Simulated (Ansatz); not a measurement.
C2H8ClNSi can be A, `CN[SiH2]CCl`, or B, `CCN[SiH2]Cl`.

Computed with Ansatz on PBE0-D4/def2-TZVP structures; ΔE is electronic, products minus reactants. CCSD(T)/CBS is the MP2 limit (def2-TZVPP, def2-QZVPP) plus CCSD(T) − MP2 in def2-TZVPP, frozen cores. Functionals use def2-TZVPP. One conformer a species, not always the lowest.

**Question.** Which isomer does CCSD(T)/CBS put lower? Give the gap. (Estimate.)

**Answer.** The calculation gave: B, by 36.1 kcal/mol.

**Question.** Give E(B) − E(A) in kcal/mol with MP2/def2-TZVPP, ωB97M-V, PBE0-D4, PBE-D4, CCSD/def2-TZVPP, CCSD(T)/def2-TZVPP, r2SCAN-D4. (An estimate is asked.)

**Answer.** Computed: MP2/def2-TZVPP -37.1, ωB97M-V -35.9, PBE0-D4 -35.7, PBE-D4 -34.6, CCSD/def2-TZVPP -36.2, CCSD(T)/def2-TZVPP -36.0, r2SCAN-D4 -36.3. None reverses the order clearly.

Largest T1 diagnostic: 0.010.

From PBE to PBE0 (25 % exact exchange), in def2-TZVPP and without D4, E(B) − E(A) moves by −1.1 kcal/mol.
